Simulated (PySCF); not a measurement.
**How the method moves the HOMO and LUMO of `B[C@@H]1C=CSC1`**

Compound: C4H7BS.
Geometry (PBE0-D3(BJ)/def2-SVP, Å), atoms numbered from 1 in this order:
```
atom  x, y, z in Å
B1    -1.158   -0.886    0.395
C2    -0.575    0.140   -0.635
C3     0.605   -0.792   -0.466
C4     1.474   -0.364    0.487
S5     1.175    1.220    1.117
C6    -0.148    1.513   -0.132
H7    -1.113   -0.652    1.579
H8    -1.665   -1.907   -0.009
H9    -0.994    0.149   -1.649
H10    0.734   -1.727   -1.010
H11    2.337   -0.924    0.856
H12   -0.963    2.061    0.362
H13    0.276    2.148   -0.927
```

Basis pcSseg-1 throughout (PySCF), one geometry. Geometry: PBE0-D3(BJ)/def2-SVP, one conformer, isolated molecule.

**Question.** How do the orbital energies, the gap and the dipole change with the method?

**Answer.** 
```csv
method,kind,HOMO (eV),LUMO (eV),gap (eV),μ (D),SCF cycles
BLYP,GGA,-5.16,-2.12,3.04,1.76,16
B97-D,GGA,-5.27,-2.16,3.11,1.72,16
OPBE,GGA,-5.33,-2.27,3.06,1.80,16
PBE,GGA,-5.34,-2.33,3.01,1.80,16
KT3,GGA,-5.37,-2.25,3.12,1.74,16
KT2,GGA,-5.38,-2.29,3.08,1.74,16
BP86,GGA,-5.44,-2.41,3.03,1.77,15
LDA,LDA,-5.48,-2.56,2.92,1.82,15
B97-2,global hybrid,-6.11,-1.44,4.67,1.67,12
B3LYP,global hybrid,-6.13,-1.58,4.55,1.67,14
PBE0,global hybrid,-6.34,-1.44,4.91,1.69,13
mPW1PW91,global hybrid,-6.37,-1.44,4.93,1.67,13
BHandHLYP,global hybrid,-7.20,-0.33,6.87,1.58,12
CAM-B3LYP,range-separated hybrid,-7.53,-0.29,7.24,1.61,12
wB97X-D,range-separated hybrid,-8.10,0.33,8.43,1.60,14
HF,Hartree–Fock,-8.51,2.31,10.83,1.50,12
LC-wPBE,range-separated hybrid,-8.82,0.70,9.52,1.57,14
```

The HOMO spans 3.67 eV, from BLYP down to LC-wPBE, and the gap runs from 2.92 eV (LDA) to 10.83 eV (HF). Over the methods BLYP (0 %), B97-D (0 %), OPBE (0 %), PBE (0 %), KT3 (0 %), KT2 (0 %), BP86 (0 %), LDA (0 %), B97-2 (21 %), B3LYP (20 %), PBE0 (25 %), mPW1PW91 (25 %), BHandHLYP (50 %), HF (100 %), a straight line through the gap against the share of exact exchange rises by 0.77 eV for each 10 % (correlation coefficient 1.000). The dipole ranges from 1.50 D (HF) to 1.82 D (LDA). This basis has no diffuse functions.
